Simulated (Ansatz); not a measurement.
C₂H₄BNO₂, SMILES C(=NB(C)O)=O.

The structure is a stationary point at PBE0-D3(BJ)/def2-SVP. The structure was generated by enumeration, and PubChem lists no compound with its InChIKey, so it may never have been made. Other conformers were not sampled.

Two levels are set side by side: PBE/def2-SVPD (Ansatz, a program for electronic structure) and CAM-B3LYP/def2-SVPD (Ansatz). Energy differences of separate SCF runs at the same geometry; the states with an electron removed or added have multiplicity 2 and 2. Differences are taken from unrounded values.

| quantity | CAM-B3LYP |
|---|---|
| vertical ionisation energy (eV) | 10.95 |
| vertical singlet–triplet gap (eV) | 6.15 |

Q: What does PBE give, and how far is it from CAM-B3LYP? (Estimate from the structure and the level; the computed values follow.)

A: 
```json
[
 {"quantity": "vertical ionisation energy (eV)", "PBE": "10.35", "PBE minus CAM-B3LYP": "-0.59"},
 {"quantity": "vertical singlet–triplet gap (eV)", "PBE": "5.64", "PBE minus CAM-B3LYP": "-0.51"}
]
```
